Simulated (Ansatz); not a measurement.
`[OH][AlH][SiH3]` + `CB(O)F` → `CB(F)O[SiH3]` + `[OH][AlH2]` at 500 K and 1 bar (cleavage of the Si–Al bond).

Isolated molecules relaxed with PBE0-D4/def2-TZVP in Ansatz; ΔE leaves out vibrations. CBS: MP2 limit from def2 TZ/QZ plus the TZ coupled-cluster correction, frozen cores. This one scheme is used for every species. Each species was taken in one conformer, which may not be the lowest.

```
          species  CCSD(T)/CBS energy (Eh)  H − E (kJ/mol)  S (J/(mol·K))
`[OH][AlH][SiH3]`               -609.31389           158.7          387.3
         `CB(O)F`               -240.35473           187.4          340.3
   `CB(F)O[SiH3]`               -530.66692           241.8          429.9
     `[OH][AlH2]`               -319.03157            95.7          286.7
```

H − E and S are ideal-gas, rigid-rotor, harmonic terms from PBE0-D4/def2-TZVP, for one conformer and one mirror image of each species. 1 Eh = 2625.50 kJ/mol, R = 8.31446 J/(mol·K).

Problem. By hand: ΔE, ΔH, ΔS and ΔG.

Solution. ΔE = (-530.66692) + (-319.03157) − (-609.31389) − (-240.35473) = -0.02987 Eh = -78.4 kJ/mol. Δ(H − E) = 241.8 + 95.7 − 158.7 − 187.4 = -8.6, so ΔH = -87.0 kJ/mol. ΔS = 429.9 + 286.7 − 387.3 − 340.3 = -11.0 J/(mol·K). ΔG = -87.0 − 500 × (-11.0)/1000 = -81.5 kJ/mol.

Problem. By hand: the equilibrium constant, and the temperature at which ΔG would vanish if ΔH and ΔS stayed fixed.

Solution. log₁₀ K = −ΔG/(RT ln 10) = 8.5. ΔG = 0 at ΔH/ΔS = 7909 K, far beyond where these terms or the molecules hold.

The number of gas molecules stays the same, so ΔS is small and ΔH decides. A doubt of 5 kJ/mol in ΔE shifts log₁₀ K by 0.5 here. Other conformers and mirror images would add mixing entropy, several J/(mol·K) or more a flexible species. Modes under 60 cm⁻¹, often nearly free rotors, make the harmonic entropy too high. These are equilibria of isolated gas molecules and say nothing of rates. Largest T1 diagnostic: 0.014 (customary marks: 0.02 for closed shells, 0.045 for open ones).
